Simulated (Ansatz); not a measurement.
B₃P₃H₁₂ (started as a model of: (H2B-mu-PH2)3), relaxed as a singlet with RKS r2SCAN-D4/def2-SVP in Ansatz, starting from the GFN2-xTB geometry. Force threshold 0.02 eV/Å.

Start:

```xyz
18

B     0.7048    0.6418    1.7164
B    -1.2854    1.1630   -0.9199
B     1.2316   -1.0299   -1.1293
P    -1.0459    1.0232    0.9923
P    -0.5657   -0.4965   -1.6001
P     1.2372   -0.9747    0.8018
H     1.4430    1.5160    1.3823
H     0.6516    0.4697    2.8903
H    -2.4348    1.2746   -1.1977
H    -0.5977    2.0530   -1.3147
H     1.4683   -2.1239   -1.5260
H     1.9812   -0.1921   -1.5254
H    -1.9667    0.1104    1.5080
H    -1.5928    2.1331    1.6239
H    -0.7364   -0.5600   -2.9777
H    -1.4479   -1.5373   -1.3101
H     0.4967   -2.0490    1.2962
H     2.4589   -1.4214    1.2898
```

**Question.** Estimate the energy that the relaxation releases and the steps that it takes.

**Answer.** 0.18 eV, in 6 steps; 17 s on 4 threads of Arm Neoverse V1 on a shared host. No frequencies were taken in this run, so the end may be a saddle point.

**Question.** Does the start keep its bonding and symmetry?

**Answer.** By distances, no bond broke or formed. The bond that changes most is B3–H11, from 1.19 to 1.21 Å (atoms count from 1). The end is the same structure that another start reached. Point group C3v at the start, C3v at the end, both within 0.05 Å.

**Question.** Predict the relaxed structure.

**Answer.** 
```xyz
18

B     0.6680    0.5996    1.7344
B    -1.3163    1.1248   -0.9032
B     1.1956   -1.0713   -1.1125
P    -1.0930    1.0432    1.0300
P    -0.5961   -0.5252   -1.6468
P     1.2687   -1.0194    0.8332
H     1.4102    1.4865    1.3504
H     0.6369    0.4489    2.9394
H    -2.4829    1.2742   -1.2076
H    -0.5724    2.0115   -1.2844
H     1.4646   -2.1780   -1.5354
H     1.9393   -0.1851   -1.4951
H    -2.0814    0.1990    1.6056
H    -1.5022    2.2808    1.5842
H    -0.6391   -0.4397   -3.0600
H    -1.5143   -1.5936   -1.4563
H     0.6187   -2.1586    1.3815
H     2.5958   -1.2977    1.2425
```
Bond lengths: 6 × B–P 1.95 Å; 6 × B–H 1.21 to 1.22 Å; 6 × H–P 1.42 Å.
